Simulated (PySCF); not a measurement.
15N chemical shifts

One conformer, non-relativistic, in vacuum, fast rotation and ring inversion assumed for equivalent nuclei. Shieldings: GIAO PBE0/pcSseg-1; GFN2-xTB geometry; PySCF.

Shieldings were converted by a linear fit to measured shifts: 15N: δ = -148.07 − 0.921σ (rms 6.3 ppm, 71 shifts vs CH3NO2, solution or neat liquid). A few per cent of atoms miss by over 2 rms, more outside the fitted compound classes.

Problem. Give the 15N shifts of `C[Si](C)(C)c1cncnn1`, `C[Si](C)(C)c1nccnn1`, `CC(C)c1nnncc1[SiH3]`, `[H]/N=C\C/C=C\F`, `C=Cc1ncnn1[SiH](C)C`, `C[Si](C)(C)c1cnncn1`.

Solution. 
```tsv
compound	environment	δ (ppm)
[CH3:1][Si:2]([CH3:3])([CH3:4])[c:5]1[cH:6][n:7][cH:8][n:9][n:10]1	N10: pyridine-type ring nitrogen	79.4
[CH3:1][Si:2]([CH3:3])([CH3:4])[c:5]1[cH:6][n:7][cH:8][n:9][n:10]1	N9: pyridine-type ring nitrogen	11.5
[CH3:1][Si:2]([CH3:3])([CH3:4])[c:5]1[cH:6][n:7][cH:8][n:9][n:10]1	N7: pyridine-type ring nitrogen	-95.8
[CH3:1][Si:2]([CH3:3])([CH3:4])[c:5]1[n:6][cH:7][cH:8][n:9][n:10]1	N9: pyridine-type ring nitrogen	57.3
[CH3:1][Si:2]([CH3:3])([CH3:4])[c:5]1[n:6][cH:7][cH:8][n:9][n:10]1	N10: pyridine-type ring nitrogen	25.6
[CH3:1][Si:2]([CH3:3])([CH3:4])[c:5]1[n:6][cH:7][cH:8][n:9][n:10]1	N6: pyridine-type ring nitrogen	-75.6
[CH3:1][CH:2]([CH3:3])[c:4]1[n:5][n:6][n:7][cH:8][c:9]1[SiH3:10]	N6: pyridine-type ring nitrogen	100.2
[CH3:1][CH:2]([CH3:3])[c:4]1[n:5][n:6][n:7][cH:8][c:9]1[SiH3:10]	N7: pyridine-type ring nitrogen	-0.1
[CH3:1][CH:2]([CH3:3])[c:4]1[n:5][n:6][n:7][cH:8][c:9]1[SiH3:10]	N5: pyridine-type ring nitrogen	-0.4
[H]/N=C\C/C=C\F	imine nitrogen	-62.4
[CH2:1]=[CH:2][c:3]1[n:4][cH:5][n:6][n:7]1[SiH:8]([CH3:9])[CH3:10]	N6: pyridine-type nitrogen of an azole	-82.9
[CH2:1]=[CH:2][c:3]1[n:4][cH:5][n:6][n:7]1[SiH:8]([CH3:9])[CH3:10]	N4: pyridine-type nitrogen of an azole	-129.8
[CH2:1]=[CH:2][c:3]1[n:4][cH:5][n:6][n:7]1[SiH:8]([CH3:9])[CH3:10]	N7: pyrrole-type ring nitrogen	-176.3
[CH3:1][Si:2]([CH3:3])([CH3:4])[c:5]1[cH:6][n:7][n:8][cH:9][n:10]1	N7: pyridine-type ring nitrogen	48.5
[CH3:1][Si:2]([CH3:3])([CH3:4])[c:5]1[cH:6][n:7][n:8][cH:9][n:10]1	N8: pyridine-type ring nitrogen	4.1
[CH3:1][Si:2]([CH3:3])([CH3:4])[c:5]1[cH:6][n:7][n:8][cH:9][n:10]1	N10: pyridine-type ring nitrogen	-73.3
```
